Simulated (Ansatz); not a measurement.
Two isomers of CH6BFO2Si: A = `CBO[SiH](O)F`, B = `FCOBO[SiH3]`.

Computed with Ansatz on PBE0-D4/def2-TZVP structures; ΔE is electronic, products minus reactants. CCSD(T)/CBS is the MP2 limit (def2-TZVPP, def2-QZVPP) plus CCSD(T) − MP2 in def2-TZVPP, frozen cores. DFT in def2-TZVPP. B3LYP here is the variant with VWN-RPA as its local correlation; programs differ in this. One conformer a species, not always the lowest.

Problem. Which isomer does CCSD(T)/CBS put lower? Give the gap. (Best estimate.)

Solution. Computed: A, by 70.3 kcal/mol.

Problem. Give E(B) − E(A) in kcal/mol with B2PLYP, CCSD(T)/def2-TZVPP, B3LYP-D4, PBE0-D4, B3LYP, r2SCAN-D4, HF/def2-TZVPP. (Best estimate.)

Solution. The calculation gave: B2PLYP 67.9, CCSD(T)/def2-TZVPP 67.8, B3LYP-D4 66.0, PBE0-D4 65.9, B3LYP 65.8, r2SCAN-D4 68.1, HF/def2-TZVPP 66.2. None reverses the order clearly.

Largest T1 diagnostic: 0.013.

From PBE to PBE0 (25 % exact exchange), in def2-TZVPP and without D4, E(B) − E(A) moves by +2.2 kcal/mol. In def2-TZVPP, CCSD(T) changes the Hartree–Fock value by +1.6 kcal/mol (the triples alone add −0.5 kcal/mol) and MP2 by +5.3 kcal/mol.
